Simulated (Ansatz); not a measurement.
Stepwise reaction of `[SH][Sn]([Cl])([Cl])[Cl]` with hydrogen sulfide, as a gas-phase model of exchange steps in deposition or etching. ΔE in kJ/mol; ΔG adds harmonic PBE0-D4 terms to CCSD(T)/CBS, at 1 bar.

Gas-phase electronic energies from Ansatz, PBE0-D4/def2-TZVP geometries. CBS: MP2 limit from def2 TZ/QZ plus the TZ coupled-cluster correction, frozen cores. This one scheme is used for every species. Functionals use def2-TZVPP. B3LYP here is the variant with VWN-RPA as its local correlation; programs differ in this. Elements past krypton have def2 core potentials. For Sn outer-core shells are correlated without core-valence functions, which leaves a few kJ/mol of doubt a bond. One conformer a species, not always the lowest.

| step | reaction | PBE-D4 | B3LYP-D4 | ωB97M-V | CCSD(T)/CBS | ΔG(600 K) |
| --- | --- | --- | --- | --- | --- | --- |
| 1 | `[SH][Sn]([Cl])([Cl])[Cl]` + H₂S → `[SH][Sn]([SH])([Cl])[Cl]` + HCl | 14.7 | 19.4 | 20.3 | 18.2 | 25.6 |
| 3 | `[SH][Sn]([SH])([SH])[Cl]` + H₂S → `[SH][Sn]([SH])([SH])[SH]` + HCl | 22.9 | 27.8 | 28.7 | 25.8 | 29.7 |

(1) Give the row of step 2, `[SH][Sn]([SH])([Cl])[Cl]` + H₂S → `[SH][Sn]([SH])([SH])[Cl]` + HCl. (Best estimate.)

(2) By hand: ΔE of the 3 steps together at CCSD(T)/CBS.

Answers

(1) Ansatz gave: 
```json
{"step": "2", "reaction": "`[SH][Sn]([SH])([Cl])[Cl]` + H₂S → `[SH][Sn]([SH])([SH])[Cl]` + HCl", "PBE-D4": "19.1", "B3LYP-D4": "23.4", "ωB97M-V": "24.7", "CCSD(T)/CBS": "21.8", "ΔG(600 K)": "18.3"}
```

(2) (18.2) + (21.8) + (25.8) = 65.8 kJ/mol, or 21.9 kJ/mol a step.

In ΔE each step is higher than the one before. All are uphill at CCSD(T)/CBS. ΔG lies between 18.3 and 29.7 kJ/mol a step. PBE-D4 differs from CCSD(T)/CBS by -3.5 to -2.7 kJ/mol a step. Isolated molecules leave out the surface, adducts and barriers. Largest T1 diagnostic: 0.012.
